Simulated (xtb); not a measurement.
Te(F)(SiH3) (FH₃SiTe), SMILES F[Te][SiH3]. All values are semi-empirical tight-binding results from xtb (GFN2-xTB unless named), good for trends rather than for accurate numbers. Coordinates come from a GFN2-xTB optimisation.

* **orbital gap**: 2.79 eV
* **zero-point energy**: 16.0 kcal/mol
* **G − E(el) at 298.15 K (modified RRHO)**: -3.4 kcal/mol
* **static polarisability (D4 model)**: 71.2 bohr³
* **solvation energy, GFN2-xTB/ALPB(water)**: -4.1 kcal/mol
* **solvation energy, GFN2-xTB/ALPB(thf)**: -5.3 kcal/mol
